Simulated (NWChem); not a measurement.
The numbers come from NWChem runs, not from measurements. System: HGe, charge 0, spin multiplicity 2, at a geometry optimised with UPBE0/def2-SVP. The structure started from a generated list of species. Its SCF solution wasn't tested for a lower state. Level: UMP2/def2-TZVP, 9 core orbitals frozen.

The NWChem input:

```
start mol
memory heap 200 mb stack 900 mb global 1100 mb
geometry units angstroms nocenter noautoz
  Ge     0.000000     0.000000     0.048614
  H      0.000000     0.000000    -1.555645
  symmetry group C2v
end
basis spherical
  * library def2-tzvp
end
scf
  uhf
  nopen 1
  maxiter 100
  thresh 1e-7
  semidirect memsize 60000000 filesize 0
  # guess.movecs holds the orbitals of an unrestricted PBE0 run
  vectors input guess.movecs output mol.movecs
end
mp2
  freeze core 9
end
task mp2 energy
```

NWChem printed:

```
             Northwest Computational Chemistry Package (NWChem) 7.3.0
             --------------------------------------------------------

                                NWChem Input Module
                                -------------------

 Scaling coordinates for geometry "geometry" by  1.889725989
 (inverse scale =  0.529177249)

 Turning off AUTOSYM since
 SYMMETRY directive was detected!

                             Geometry "geometry" -> ""
                             -------------------------

 Output coordinates in angstroms (scale by  1.889725989 to convert to a.u.)

  No.       Tag          Charge          X              Y              Z
 ---- ---------------- ---------- -------------- -------------- --------------
    1 Ge                  32.0000     0.00000000     0.00000000     0.04861400
    2 H                    1.0000     0.00000000     0.00000000    -1.55564500

 Effective nuclear repulsion energy (a.u.)      10.5554476977

            Nuclear Dipole moment (a.u.)
            ----------------------------
        X                 Y               Z
 ---------------- ---------------- ----------------
     0.0000000000     0.0000000000     0.0000056692

      Symmetry information
      --------------------

 Group name             C2v
 Group number             16
 Group order               4
 No. of unique centers     2

      Symmetry unique atoms

     1    2


 Summary of "ao basis" -> "" (spherical)
 ------------------------------------------------------------------------------
       Tag                 Description            Shells   Functions and Types
 ---------------- ------------------------------  ------  ---------------------
 *                         def2-tzvp                  on all atoms

 Summary of "ao basis" -> "ao basis" (spherical)
 ------------------------------------------------------------------------------
       Tag                 Description            Shells   Functions and Types
 ---------------- ------------------------------  ------  ---------------------
 Ge                        def2-tzvp                16       48   6s5p4d1f
 H                         def2-tzvp                 4        6   3s1p

                                 NWChem SCF Module
                                 -----------------

  ao basis        = "ao basis"
  functions       =    54
  atoms           =     2
  alpha electrons =    17
  beta  electrons =    16
  charge          =   0.00
  wavefunction    = UHF
  use symmetry    = T
  symmetry adapt  = T

 Summary of "ao basis" -> "ao basis" (spherical)
 ------------------------------------------------------------------------------
       Tag                 Description            Shells   Functions and Types
 ---------------- ------------------------------  ------  ---------------------
 Ge                        def2-tzvp                16       48   6s5p4d1f
 H                         def2-tzvp                 4        6   3s1p

      Symmetry analysis of basis
      --------------------------

        a1         25
        a2          5
        b1         12
        b2         12

 Forming initial guess at       0.0s

   Symmetry analysis of molecular orbitals - initial alpha
   -------------------------------------------------------

  Numbering of irreducible representations:

     1 a1          2 a2          3 b1          4 b2

  Orbital symmetries:

     1 a1          2 a1          3 b2          4 b1          5 a1
     6 a1          7 b2          8 b1          9 a1         10 a1
[...]
    1 Ge  32    31.96   2.00  2.00  1.17  0.78  1.00  0.93  5.98  4.41  1.58  0.95  1.06  8.92  1.09  0.01  0.06  0.01
    2 H    1     1.04   0.22  0.57  0.24  0.01

  Mulliken analysis of the alpha density
  --------------------------------------

    Atom       Charge   Shell Charges
 -----------   ------   -------------------------------------------------------
    1 Ge  32    16.50   1.00  1.00  0.59  0.39  0.50  0.48  2.99  2.22  0.78  0.68  0.83  4.45  0.55  0.01  0.04  0.00
    2 H    1     0.50   0.11  0.27  0.11  0.00

   Mulliken analysis of the beta density
   -------------------------------------

    Atom       Charge   Shell Charges
 -----------   ------   -------------------------------------------------------
    1 Ge  32    15.46   1.00  1.00  0.59  0.39  0.50  0.45  2.99  2.20  0.80  0.27  0.24  4.46  0.54 -0.00  0.03  0.00
    2 H    1     0.54   0.11  0.29  0.13  0.00

   Mulliken analysis of the spin density
   -------------------------------------

    Atom       Charge   Shell Charges
 -----------   ------   -------------------------------------------------------
    1 Ge  32     1.04  -0.00  0.00  0.00 -0.00 -0.00  0.03  0.00  0.02 -0.01  0.41  0.59 -0.01  0.00  0.01  0.01 -0.00
    2 H    1    -0.04  -0.01 -0.02 -0.02  0.00

       Multipole analysis of the density wrt the origin
       ------------------------------------------------

     L   x y z        total         alpha         beta         nuclear
     -   - - -        -----         -----         ----         -------
     0   0 0 0     -0.000000    -17.000000    -16.000000     33.000000

     1   1 0 0      0.000000     -0.000000      0.000000      0.000000
     1   0 1 0      0.000000      0.000000     -0.000000      0.000000
     1   0 0 1      0.013753      0.033457     -0.019709      0.000006

     2   2 0 0    -15.485913    -10.839600     -4.646312      0.000000
     2   1 1 0      0.000000      0.000000     -0.000000      0.000000
     2   1 0 1      0.000000      0.000000      0.000000      0.000000
     2   0 2 0    -11.624217     -6.681313     -4.942904      0.000000
     2   0 1 1      0.000000      0.000000     -0.000000      0.000000
     2   0 0 2    -15.888585    -13.111999    -11.688740      8.912154

                   NWChem MP2 Semi-direct Energy/Gradient Module
                   ---------------------------------------------

  Basis functions       =     54
  Molecular orbitals    =     54
  Frozen core           =      9
  Frozen virtuals       =      0
  Active alpha occupied =      8
  Active beta occupied  =      7
  Active alpha virtual  =     37
  Active beta virtual   =     38
  Use MO symmetry       = T
  Use skeleton AO sym   = T

  AO/Fock/Back tols     =   1.0D-09  1.0D-09  1.0D-09

 GA uses MA = F    GA memory limited = T

 Available:
  local mem=  1.26D+08
 global mem=  1.44D+08
 local disk=  0.00D+00
  mp2_memr nvloc                    37
  nvloc new                    37
   1 passes of   8:        3145728                      20742                   1499560.
   1 passes of   8: M    126150720           G      144173368           F     123004992.

 Semi-direct pass number   1 of   1  for UHF alpha       at        0.5s
  vrange nnbf                  1485
  mp2_eaftype                    10  avail_ma_in_mb                  1099
 EAF : mp2_eaftype filesize          10     749780.
  mp2_eaf for mointskh                     10
Node 0 wrote      3.5 Mb in      0.0 s     Agg I/O rate:  3116.7 Mb/s
 Done moints_semi at        1.3s
  mp2_eaftype                    10  avail_ma_in_mb                  1089
 EAF : mp2_eaftype filesize          10     749780.
  mp2_eaf for kh                    10
 Done maket at        1.3s
 Done multipass loop at        1.3s

 GA uses MA = F    GA memory limited = T

 Available:
  local mem=  1.26D+08
 global mem=  1.44D+08
 local disk=  0.00D+00
  mp2_memr nvloc                    38
  nvloc new                    38
   1 passes of   7:        3145728                      19243                   1348090.
   1 passes of   7: M    126150720           G      144173368           F     123004992.

 Semi-direct pass number   1 of   1  for UHF beta        at        1.3s
  vrange nnbf                  1485
  mp2_eaftype                    10  avail_ma_in_mb                  1099
 EAF : mp2_eaftype filesize          10     674045.
  mp2_eaf for mointskh                     10
Node 0 wrote      3.2 Mb in      0.0 s     Agg I/O rate:  4272.5 Mb/s
 Done moints_semi at        2.1s
  mp2_eaftype                    10  avail_ma_in_mb                  1089
 EAF : mp2_eaftype filesize          10     674045.
  mp2_eaf for kh                    10
 Done maket at        2.1s
 Done multipass loop at        2.1s

          -------------------------------------------
          SCF energy               -2075.893916256089
          Correlation energy          -0.205515966824
          Singlet pairs                0.000000000000
          Triplet pairs                0.000000000000
          Total MP2 energy         -2076.099432222913
          -------------------------------------------

          ---------------------------------------------------
                    Spin Component Scaled (SCS) MP2
          Same spin pairs                     -0.058590107736
          Same spin scaling factor             0.333333333333
          Opposite spin pairs                 -0.146925859088
          Opposite spin scaling fact.          1.200000000000
          SCS-MP2 correlation energy          -0.195841066817
          Total SCS-MP2 energy             -2076.089757322907
          ---------------------------------------------------

 -----------------------
 Performance information
 -----------------------

 Timer overhead =  1.22D-07 seconds/call

               Nr. of calls         CPU time (s)                 Wall time (s)                GFlops
             ---------------    -------------------     ------------------------------   -------------------
Name         Min   Avg   Max    Min     Avg     Max     Min     Avg     Max   Mx/calls   Min     Max     Sum
mp2: moin     2     2     2    1.6     1.6     1.6      1.6     1.6     1.6    0.80      0.0     0.0     0.0
mp2: make     2     2     2   2.59E-2 2.59E-2 2.59E-2  2.59E-2 2.59E-2 2.59E-2 1.29E-2   0.0     0.0     0.0
mp2: tota     1     1     1    1.7     1.7     1.7      1.7     1.7     1.7     1.7      0.0     0.0     0.0

 The average no. of pstat calls per process was 5.00D+00
 with a timing overhead of 6.12D-07s

 Task  times  cpu:        2.1s     wall:        2.1s

 Total times  cpu:        2.1s     wall:        2.1s
```
